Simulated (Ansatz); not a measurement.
Mulliken charges of BrH5N2OSi (`N[Si](N)(O)Br`) from ωB97M-V/def2-TZVPP in Ansatz (PBE0-D4/def2-TZVP geometry).

```tsv
atom	x (Å)	y (Å)	z (Å)	charge (e)
N1	-1.063	-0.366	-1.097	-0.351
Si2	0.195	0.149	-0.096	0.651
N3	-0.236	-0.182	1.507	-0.345
O4	1.524	-0.551	-0.748	-0.365
Br5	0.644	2.355	-0.052	-0.273
H6	-2.018	-0.148	-0.873	0.125
H7	-0.913	-0.490	-2.084	0.126
H8	0.095	0.384	2.269	0.124
H9	-0.499	-1.111	1.792	0.125
H10	2.354	-0.092	-0.616	0.183
```

By hand: the dipole of these point charges (1 e Å = 4.8032 D).

Σ q r = (-0.138, -0.342, 0.111) e Å, of length 0.385 e Å = 1.85 D.

How does the dipole of the full density compare? (Best estimate.)

The calculation gave: (-0.103, -0.245, 0.141) e Å, 1.45 D; the point charges give 1.28 times that, at 11° from its direction.

Point charges leave out the atoms' own dipoles, such as those of lone pairs, and Mulliken's split depends on the basis, so the two needn't agree.
